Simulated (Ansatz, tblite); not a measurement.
Isomers of Nb$_{2}$P$_{2}$ (singlet), found by a short tight-binding search and relaxed with PBE0-D4/def2-SVP in Ansatz.

In the def2 sets Nb takes a core potential; there is no spin–orbit coupling. The xTB rows come from tblite.

Run but left out: HF/def2-TZVP, HF/def2-TZVPP, MP2/def2-TZVPP, CCSD/def2-TZVPP, CCSD(T)/def2-TZVPP (A: restricted singlet, unstable towards broken spin symmetry).

B: The restricted singlet is unstable towards broken spin symmetry in Hartree–Fock (as tested in another run); at PBE-D4/def2-TZVP, r2SCAN-D4/def2-TZVP, B97M-V/def2-TZVP, PBE0-D4/def2-TZVP this wasn't settled.

Other spin states were run for one of them alone.

A:

```xyz
4

Nb    0.348    1.161   -0.229
Nb   -0.993   -0.566    0.464
P    -0.396   -0.414   -1.794
P     1.041   -0.182    1.559
```

B:

Cartesian coordinates in Å:
```
Nb -0.148 -0.014 -1.426
Nb 1.419 0.120 0.168
P -0.733 1.098 0.628
P -0.538 -1.205 0.630
```

Estimate which lies lowest at each level, and how far above it the others are (kcal/mol).


```
              level     A     B
           GFN1-xTB  29.3   0.0
           GFN2-xTB   0.0  17.6
   PBE-D4/def2-TZVP   0.0  16.0
r2SCAN-D4/def2-TZVP   0.0  14.3
   B97M-V/def2-TZVP   0.0  14.4
  PBE0-D4/def2-TZVP   0.0  10.6
```
Point groups (tolerance 0.1 Å): A C2v, B C2v. Lower isomers may exist.
